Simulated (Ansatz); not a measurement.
Program: Ansatz. Geometries: PBE0-D4/def2-TZVP. ΔE: electronic, gas phase. CCSD(T)/CBS is the MP2 limit (def2-TZVPP, def2-QZVPP) plus CCSD(T) − MP2 in def2-TZVPP, frozen cores. This one scheme is used for every species. Functionals use def2-TZVPP. Each species was taken in one conformer, which may not be the lowest.

Consider the formal exchange of groups at a C–C bond: `CC(=O)CC(=O)CC(C)C` + `FBF` → `CC(C)B(F)F` + `CC(=O)CC(C)=O`.

CCSD(T)/CBS gives -33.1 kJ/mol.

(1) Another level gave -42.0 kJ/mol. Which?
A. ωB97X-V/def2-TZVPP
B. CCSD(T)/def2-TZVPP
C. PBE/def2-TZVPP
D. r2SCAN0-D4/def2-TZVPP

Largest T1 diagnostic among the species: 0.015.

Answers

(1) D. r2SCAN0-D4 -42.0, CCSD(T)/def2-TZVPP -32.1, ωB97X-V -37.4, PBE -46.0 kJ/mol.

In def2-TZVPP, CCSD(T) changes the Hartree–Fock value by +12.3 kJ/mol (the triples alone add +2.7 kJ/mol) and MP2 by +16.4 kJ/mol. Leaving LDA and LC-ωPBE aside and taking each functional with its dispersion term where it has one, the values, not all of them listed here, spread over 8.6 kJ/mol, from B97M-V to revPBE-D4. LDA lies +5.3 kJ/mol from PBE without D4.
